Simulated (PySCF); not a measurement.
PySCF input for C2H6B, SMILES [B](C)C (connectivity only; charge and spin as stated), charge +1, multiplicity 1, ωB97X-D3(BJ)/def2-TZVP. Coordinates come from a ωB97X-D3(BJ)/def2-TZVP optimisation. The spin state was assumed, not searched. The isomer is the one that the SMILES or the coordinates give; other isomers of the formula were not compared.

```python
import numpy as np
from pyscf import gto, scf, dft, df
from pyscf.hessian import thermo

mol = gto.M(
    atom='''
    C    -0.00000000   -0.00000000    1.47950915
    B     0.00000000    0.00000000   -0.00000000
    C     0.00000000    0.00000000   -1.47950915
    H    -0.89294171   -0.51554013    1.85828867
    H     0.89294171   -0.51554013    1.85828867
    H     0.00000000    1.03108028    1.85828866
    H    -0.89294171    0.51554013   -1.85828867
    H    -0.00000000   -1.03108028   -1.85828866
    H     0.89294171    0.51554013   -1.85828867
    ''',
    basis='def2-TZVP',
    charge=1,
    spin=0,
    max_memory=1600,
    verbose=3,
)
mf = dft.RKS(mol, xc='wb97x-d3bj').density_fit(auxbasis='def2-universal-jkfit')
mf.grids.level = 3
mf.conv_tol = 1e-11
mf.max_cycle = 100
mf.kernel()

# [left out here: the lines that compute and print the analytic Hessian (its translational invariance restored by hand, since the grid's response is missing), thermochemistry and intensities]
```

Log of the run:

```
converged SCF energy = -104.48336179305

WARN: DFTD3 does not support analytical Hessian, using finite difference


WARN: Mole.unit (angstrom) is changed to Bohr

Mode                                 0                   1                   2
Irrep
Freq [cm^-1]                       47.6860            266.7905            266.8226
Reduced mass [au]                   1.0080              1.7839              1.7839
Force const [Dyne/A]                0.0014              0.0748              0.0748
Char temp [K]                      68.6095            383.8521            383.8983
Normal mode                   x     y     z       x     y     z       x     y     z
       0   C                -0.00  0.00  0.00    0.00  0.04 -0.00   -0.04  0.00 -0.00
       1   B                 0.00 -0.00 -0.00   -0.01 -0.20  0.00    0.20 -0.01  0.00
       2   C                -0.00  0.00 -0.00    0.00  0.04  0.00   -0.04  0.00  0.00
       3   H                -0.20  0.35 -0.00    0.01  0.18  0.18   -0.18  0.02 -0.27
       4   H                -0.20 -0.35  0.00    0.02  0.18  0.14   -0.18  0.01  0.30
       5   H                 0.41  0.00 -0.00    0.01  0.17 -0.33   -0.18  0.01 -0.02
       6   H                -0.20 -0.35  0.00    0.02  0.18  0.14   -0.18  0.01  0.30
       7   H                 0.41  0.00 -0.00    0.01  0.17 -0.33   -0.18  0.01 -0.02
       8   H                -0.20  0.35 -0.00    0.01  0.18  0.18   -0.18  0.02 -0.27
Mode                                 3                   4                   5
Irrep
Freq [cm^-1]                      638.1479            638.1520            756.4786
Reduced mass [au]                   1.2130              1.2130              2.8410
Force const [Dyne/A]                0.2910              0.2910              0.9579
Char temp [K]                     918.1527            918.1587           1088.4042
Normal mode                   x     y     z       x     y     z       x     y     z
       0   C                -0.04 -0.08 -0.00   -0.08  0.04  0.00    0.00 -0.00  0.17
       1   B                -0.00 -0.00  0.00   -0.00 -0.00 -0.00   -0.00 -0.00  0.00
       2   C                 0.04  0.08  0.00    0.08 -0.04 -0.00    0.00  0.00 -0.17
       3   H                 0.03  0.13  0.40    0.13 -0.10  0.26    0.01  0.01  0.22
       4   H                 0.09  0.16  0.02    0.10 -0.05 -0.47   -0.01  0.01  0.22
       5   H                 0.08  0.10 -0.42    0.16 -0.05  0.22   -0.00 -0.02  0.22
       6   H                -0.09 -0.16 -0.02   -0.10  0.05  0.47    0.01 -0.01 -0.22
       7   H                -0.08 -0.10  0.42   -0.16  0.05 -0.22   -0.00  0.02 -0.22
       8   H                -0.03 -0.13 -0.40   -0.13  0.10 -0.26   -0.01 -0.01 -0.22
Mode                                 6                   7                   8
Irrep
Freq [cm^-1]                      908.8924            908.9073           1254.7956
Reduced mass [au]                   1.9982              1.9982              1.2218
Force const [Dyne/A]                0.9726              0.9726              1.1335
Char temp [K]                    1307.6938           1307.7152           1805.3715
Normal mode                   x     y     z       x     y     z       x     y     z
       0   C                 0.01  0.10 -0.00   -0.10  0.01  0.00    0.00  0.00  0.03
       1   B                -0.01 -0.16 -0.00    0.16 -0.01 -0.00   -0.00 -0.00  0.13
       2   C                 0.01  0.10 -0.00   -0.10  0.01 -0.00   -0.00  0.00  0.03
       3   H                 0.06 -0.15 -0.18    0.08 -0.07  0.28   -0.12 -0.07 -0.34
       4   H                -0.07 -0.16 -0.15    0.08  0.06 -0.30    0.12 -0.07 -0.34
       5   H                -0.01 -0.04  0.33    0.19 -0.00  0.02   -0.00  0.14 -0.34
       6   H                -0.07 -0.16 -0.15    0.08  0.06 -0.30    0.12 -0.07 -0.34
       7   H                -0.01 -0.04  0.33    0.19 -0.00  0.02    0.00  0.14 -0.34
       8   H                 0.06 -0.15 -0.18    0.08 -0.07  0.28   -0.12 -0.07 -0.34
Mode                                 9                  10                  11
Irrep
Freq [cm^-1]                     1321.5532           1379.6811           1379.6929
Reduced mass [au]                   1.3305              1.0471              1.0471
Force const [Dyne/A]                1.3691              1.1743              1.1743
Char temp [K]                    1901.4209           1985.0539           1985.0709
Normal mode                   x     y     z       x     y     z       x     y     z
       0   C                -0.00 -0.00 -0.10    0.00 -0.04 -0.00    0.04  0.00  0.00
       1   B                -0.00  0.00 -0.00   -0.00  0.00 -0.00   -0.00  0.00 -0.00
       2   C                -0.00 -0.00  0.10   -0.00  0.04  0.00   -0.04 -0.00 -0.00
       3   H                 0.13  0.08  0.31   -0.27  0.37 -0.09   -0.01  0.23  0.20
       4   H                -0.13  0.08  0.31    0.26  0.32 -0.13   -0.06 -0.30 -0.18
       5   H                 0.00 -0.15  0.31   -0.05 -0.12  0.22   -0.50  0.01 -0.02
       6   H                 0.13 -0.08 -0.31   -0.26 -0.32  0.13    0.06  0.30  0.18
       7   H                 0.00  0.15 -0.31    0.05  0.12 -0.22    0.50 -0.01  0.02
       8   H                -0.13 -0.08 -0.31    0.27 -0.37  0.09    0.01 -0.23 -0.20
Mode                                12                  13                  14
Irrep
Freq [cm^-1]                     1386.7084           1386.7266           1503.9680
Reduced mass [au]                   1.0418              1.0418              6.4157
Force const [Dyne/A]                1.1803              1.1804              8.5501
Char temp [K]                    1995.1647           1995.1908           2163.8750
Normal mode                   x     y     z       x     y     z       x     y     z
       0   C                -0.00  0.03 -0.00    0.03  0.00 -0.00    0.00 -0.00 -0.12
       1   B                -0.00  0.04  0.00    0.04  0.00  0.00   -0.00 -0.00  0.23
       2   C                -0.00  0.03 -0.00    0.03  0.00  0.00   -0.00 -0.00 -0.12
       3   H                 0.26 -0.35  0.12   -0.01  0.24  0.24    0.07  0.04  0.08
       4   H                -0.26 -0.31  0.15   -0.05 -0.28 -0.22   -0.07  0.04  0.08
       5   H                 0.03  0.12 -0.26   -0.48  0.01 -0.02   -0.00 -0.08  0.08
       6   H                -0.26 -0.31  0.15   -0.05 -0.28 -0.22   -0.07  0.04  0.08
       7   H                 0.03  0.12 -0.26   -0.48  0.01 -0.02    0.00 -0.08  0.08
       8   H                 0.26 -0.35  0.12   -0.01  0.24  0.24    0.07  0.04  0.08
Mode                                15                  16                  17
Irrep
Freq [cm^-1]                     3022.7608           3032.0145           3108.2008
Reduced mass [au]                   1.0358              1.0376              1.0978
Force const [Dyne/A]                5.5762              5.6200              6.2488
Char temp [K]                    4349.0798           4362.3938           4472.0089
Normal mode                   x     y     z       x     y     z       x     y     z
       0   C                 0.00  0.00  0.03    0.00  0.00  0.04   -0.06  0.00  0.00
       1   B                 0.00  0.00  0.00    0.00 -0.00 -0.00   -0.00  0.00 -0.00
       2   C                -0.00 -0.00  0.03    0.00 -0.00 -0.04   -0.06  0.00 -0.00
       3   H                 0.33  0.19 -0.14    0.33  0.19 -0.14    0.37  0.22 -0.17
       4   H                -0.33  0.19 -0.14   -0.33  0.19 -0.14    0.39 -0.23  0.18
       5   H                -0.00 -0.38 -0.14    0.00 -0.38 -0.14   -0.01 -0.02 -0.01
       6   H                -0.33  0.19 -0.14    0.33 -0.19  0.14    0.39 -0.23  0.18
       7   H                 0.00 -0.38 -0.14   -0.00  0.38  0.14   -0.01 -0.02 -0.01
       8   H                 0.33  0.19 -0.14   -0.33 -0.19  0.14    0.37  0.22 -0.17
Mode                                18                  19                  20
Irrep
Freq [cm^-1]                     3108.2066           3110.3291           3110.3349
Reduced mass [au]                   1.0978              1.0976              1.0976
Force const [Dyne/A]                6.2489              6.2561              6.2561
Char temp [K]                    4472.0172           4475.0711           4475.0794
Normal mode                   x     y     z       x     y     z       x     y     z
       0   C                -0.00 -0.06  0.00    0.00 -0.06  0.00    0.06  0.00 -0.00
       1   B                -0.00 -0.00  0.00    0.00  0.00 -0.00    0.00 -0.00 -0.00
       2   C                -0.00 -0.06  0.00   -0.00  0.06 -0.00   -0.06 -0.00 -0.00
       3   H                 0.24  0.13 -0.11    0.21  0.11 -0.10   -0.39 -0.23  0.18
       4   H                -0.21  0.11 -0.10   -0.24  0.13 -0.11   -0.37  0.22 -0.17
       5   H                -0.00  0.51  0.20    0.00  0.51  0.20    0.01 -0.02 -0.01
       6   H                -0.21  0.11 -0.10    0.24 -0.13  0.11    0.37 -0.22  0.17
       7   H                -0.00  0.51  0.20   -0.00 -0.51 -0.20   -0.01  0.02  0.01
       8   H                 0.24  0.13 -0.11   -0.21 -0.11  0.10    0.39  0.23 -0.18
temperature 298.1500 [K]
pressure 101325.00 [Pa]
Rotational constants [GHz] 78.59962 6.59050 6.59050
Symmetry number 6
Zero-point energy (ZPE) 0.07412 [Eh]   194613.579 [J/mol]
                           tot       elec      trans        rot        vib
Entropy [J/mol/K]       272.565      0.000    155.024     77.443     40.098
Cv [J/mol/K]             66.299      0.000     12.472     12.472     41.356
Cp [J/mol/K]             74.614      0.000     20.786     12.472     41.356
Internal energy [J/mol]                      3718.434   3718.434 200661.137
Internal energy [Eh]   -104.40410  -104.48336
Enthalpy [J/mol]                             6197.391   3718.434 200661.137
Enthalpy [Eh]          -104.40316
Gibbs free energy [J/mol]                  -40022.951 -19371.197 188705.859
Gibbs free energy [Eh] -104.43411
mode   freq/cm-1   IR/(km/mol)
   1       47.69         0.000
   2      266.79         0.104
   3      266.82         0.104
   4      638.15         0.000
   5      638.15         0.000
   6      756.48         0.000
   7      908.89        80.611
   8      908.91        80.620
   9     1254.80         4.904
  10     1321.55         0.000
  11     1379.68         0.000
  12     1379.69         0.000
  13     1386.71        26.318
  14     1386.73        26.312
  15     1503.97       462.730
  16     3022.76       175.992
  17     3032.01         0.000
  18     3108.20        59.792
  19     3108.21        59.788
  20     3110.33         0.000
  21     3110.33         0.000
max |gradient| / (hartree/bohr): 5.270061292977999e-06
APT charges: [-0.5121  1.0974 -0.5121  0.1545  0.1545  0.1545  0.1545  0.1545  0.1545]
```

The calculation finished and met its thresholds.

Cost: around 2.3 core-minutes (rough).
